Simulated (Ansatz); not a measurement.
CH4AlNS (`[AlH2]/[N]=C\S`). Charge 0, multiplicity 1. Geometry: relaxed with PBE0-D4/def2-TZVP. It is one conformer, not always the lowest.

```xyz
8

Al   -1.560   -1.250   -0.062
N    -0.207   -0.175    0.206
C     0.756    0.594    0.318
S     1.590    1.314   -1.071
H    -1.251   -2.793   -0.196
H    -3.003   -0.608   -0.118
H     1.185    0.905    1.280
H     2.490    2.012   -0.358
```

Question: What is the dipole moment at B3LYP/def2-TZVPP? (Best estimate.)

Answer: Computed: 1.94 D, with components (1.34, 1.04, 0.93) D in this frame, pointing from negative to positive charge.

Question: And with PBE, r2SCAN, ωB97M-V? (Best estimate.)

Answer: The calculation gave: PBE 1.98 D, r2SCAN 2.03 D, ωB97M-V 1.93 D.

Question: Give the Mulliken charges with B3LYP, r2SCAN, ωB97M-V in def2-TZVPP. (Best estimate.)

Answer: The calculation gave: 
```csv
atom,B3LYP,r2SCAN,ωB97M-V
Al1,0.41,0.49,0.37
N2,-0.29,-0.37,-0.32
C3,0.03,0.09,0.03
S4,-0.06,-0.05,-0.05
H5,-0.14,-0.16,-0.12
H6,-0.14,-0.16,-0.12
H7,0.10,0.07,0.11
H8,0.09,0.09,0.10
```

B3LYP here is the variant with VWN-RPA as its local correlation; programs differ in this.
